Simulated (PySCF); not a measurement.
# Simulated characterisation data

Level of theory: NMR shieldings at PBE0/pcSseg-1/GIAO, GFN2-xTB geometry, in PySCF (no relativistic terms, equivalent nuclei averaged, in vacuum, one conformer).

Scale: ¹H, ¹³C against TMS (reference shieldings calculated alike). Splittings of carbon signals by F and P are missing where no couplings were computed. Where no couplings were computed, multiplicities follow the n + 1 count of equivalent neighbours, and m marks all less simple cases (inequivalent or close neighbours, rings, F or P nearby). Shifts are as computed. Against solution values, carbons near 30 ppm lie about +3 ppm off and those near 130 ppm about +5 ppm. Of 1211 compounds with measured shifts, 218 miss one by over three times the rms of a fit or turn the order of signals round; such compounds aren't used in these exercises.

**1.** `C=CP=C=C(F)C(C)C`, C₇H₁₀FP. ¹H NMR (500 MHz, computed): δ 7.22 (m, 1H), 6.35 (m, 1H), 6.28 (m, 1H), 2.61 (m, 1H), 1.35 (d, 6H). ¹³C{¹H} NMR (computed): δ 259.5 (C), 170.0 (C), 156.5 (CH), 138.7 (CH2), 40.0 (CH), 21.9 (CH3).

**2.** `C=C[C@H]1O[SiH2][SiH2]OC1=O`, C₄H₈O₃Si₂. ¹H NMR (500 MHz, computed): δ 6.53 (m, 1H), 5.89 (m, 1H), 5.81 (m, 1H), 5.74 (m, 1H), 5.69 (m, 1H), 5.51 (m, 1H), 5.42 (m, 1H), 4.49 (m, 1H). ¹³C{¹H} NMR (computed): δ 168.8, 142.4, 120.5, 75.6.
